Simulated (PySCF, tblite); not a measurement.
Species: C4H8F2O2Si.
Cartesian coordinates in Å at the PBE0-D3(BJ)/def2-SVP level; atoms count from 1:
```xyz
17
C4H8F2O2Si angstrom
F     -1.692   -0.791   -1.572
C     -1.292   -1.494   -0.459
C     -0.413   -0.622    0.405
O     -1.161    0.450    0.945
Si    -0.961    1.821   -0.001
O      0.399    1.283   -0.823
C      0.773   -0.002   -0.382
C      2.008    0.126    0.490
F      2.430   -1.124    0.870
H     -2.188   -1.796    0.106
H     -0.743   -2.394   -0.785
H     -0.021   -1.243    1.230
H     -2.084    2.108   -0.929
H     -0.686    2.996    0.867
H      1.021   -0.631   -1.255
H      2.812    0.632   -0.069
H      1.775    0.715    1.394
```

Jobs on this species (17 atoms, 80 electrons) with PySCF (density fitting) and tblite. Hardware of each: an Arm Neoverse V2 with one thread, on a shared host. Times come from a shared host and carry two figures at best.

Question: Rank these jobs by wall time, shortest first.
A. CAM-B3LYP/def2-SVPD; 10 singlets by full TDDFT, 4 Tamm–Dancoff triplets, polarisability, ΔSCF ions, density and orbital grids written; 260 basis functions
B. PBE0-D3(BJ)/def2-SVP, grid level 1; geometry optimisation from a GFN2-xTB start shaken at random; 170 basis functions
C. GFN2-xTB; L-BFGS relaxation
D. KT3/pcSseg-1; shieldings, ring-centre shieldings; 200 basis functions

Answer: C (0.61 s), D (41 s), B (83 s), A (8.2 min).

All jobs:

| level and settings | work | basis functions | SCF cycles | wall time |
| --- | --- | --- | --- | --- |
| GFN2-xTB | Hessian by finite differences | – | – | 0.51 s |
| GFN2-xTB | L-BFGS relaxation | – | – | 0.61 s |
| PBE0/pcSseg-1, IEF-PCM dimethylsulfoxide | shieldings, ring-centre shieldings | 200 | 14 | 32 s |
| PBE0/pcSseg-1, IEF-PCM benzene | shieldings, ring-centre shieldings, charges and field gradients | 200 | 14 | 33 s |
| PBE0/pcSseg-1 | shieldings, ring-centre shieldings, charges and field gradients, density and orbital grids written | 200 | 14 | 37 s |
| KT3/pcSseg-1 | shieldings, ring-centre shieldings | 200 | 16 | 41 s |
| CAM-B3LYP/def2-SVPD, IEF-PCM benzene | 6 singlets by full TDDFT, polarisability | 260 | 13 | 78 s |
| PBE0-D3(BJ)/def2-SVP, grid level 1 | geometry optimisation from a GFN2-xTB start shaken at random | 170 | 40 | 83 s |
| CAM-B3LYP/def2-SVPD | 10 singlets by full TDDFT, 4 Tamm–Dancoff triplets, polarisability, ΔSCF ions, density and orbital grids written | 260 | 13 | 8.2 min |

Question: What do all jobs in the table cost together?

Answer: About 13 min; the longest takes about 62 % of that, and about 960 times as long as the shortest.
